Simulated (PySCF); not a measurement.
Assignment exercise: C4H11NOSi

Geometry (Å), atoms numbered from 1 in this order:
```xyz
18

C    -2.1895    1.4657   -0.0088
C    -1.8269    0.2018    0.1506
C    -2.7959   -0.9289    0.3420
O    -0.5471   -0.2213    0.1625
Si    0.8557    0.5729   -0.0449
N     1.9581   -0.6873    0.2973
C     3.3794   -0.5102    0.1723
H    -3.2245    1.7505   -0.0075
H    -1.4610    2.2441   -0.1398
H    -3.8177   -0.5648    0.3674
H    -2.5723   -1.4469    1.2733
H    -2.6885   -1.6460   -0.4706
H     1.0668    1.6293    0.9474
H     0.9088    1.1434   -1.4009
H     1.6705   -1.6367    0.1134
H     3.9092   -1.1950    0.8378
H     3.7386   -0.6749   -0.8504
H     3.6274    0.5105    0.4531
```

One averaged value for each set of equivalent atoms, single conformer, isolated molecule, non-relativistic. GFN2-xTB geometry; GIAO PBE0/pcSseg-1 shieldings; PySCF 2.14.0 with density-fitted response routines.

Referencing at the same level of theory: 13C (σref 186.93), 1H (σref 31.72) vs TMS.

**Question.** Assign these signals to the numbered atoms. 13C{1H} NMR (computed): δ 164.3, 90.7, 28.0, 25.5.

**Answer.** 
| δ (ppm) | atoms | environment | reason |
| --- | --- | --- | --- |
| 164.3 | C2 | alkene carbon bearing oxygen | an sp2 carbon further deshielded by the attached heteroatom |
| 90.7 | C1 | β carbon of an enol-ether or enamine type C=C | the O or N lone pair pushes π density onto this β carbon and shields it |
| 28.0 | C7 | methyl carbon bonded to N | pulled downfield by the heteroatom |
| 25.5 | C3 | allylic methyl carbon | aliphatic region, no heteroatom directly attached |

**Question.** Assign these signals to the numbered atoms. 1H NMR (400 MHz, computed): δ 5.22 (s, 2H), 4.25 (br s, 1H), 3.95 (br s, 1H), 2.72 (s, 3H), 1.86 (s, 3H), -0.13 (br s, 1H).

**Answer.** 
```tsv
δ (ppm)	atoms	environment	reason
5.22	H13/H14	hydrogen on a silicon bonded to N, O	–
4.25	H8	hydrogen on a β carbon of an enol-ether or enamine type C=C	lone-pair donation from O or N shields it, upfield of ordinary alkene protons
3.95	H9	hydrogen on a β carbon of an enol-ether or enamine type C=C	–
2.72	H16/H17/H18	hydrogen on a methyl carbon bonded to N	its carbon carries N, an electronegative neighbour
1.86	H10/H11/H12	hydrogen on an allylic methyl carbon	allylic position
-0.13	H15	hydrogen on a nitrogen bonded to C, Si	exchangeable; this is the value without hydrogen bonding to other molecules
```

OH and NH positions are those of a molecule without intermolecular hydrogen bonds; in solution they move with solvent, concentration and temperature, and exchange usually removes their couplings. Shifts are as computed. Against solution values, carbons near 30 ppm lie about +3 ppm off and those near 130 ppm about +5 ppm. Of 1211 compounds with measured shifts, 218 miss one by over three times the rms of a fit or turn the order of signals round; such compounds aren't used in these exercises. Multiplicities follow the n + 1 count of equivalent neighbours, as no J values were calculated; m marks all less simple cases, F and P coupling included.
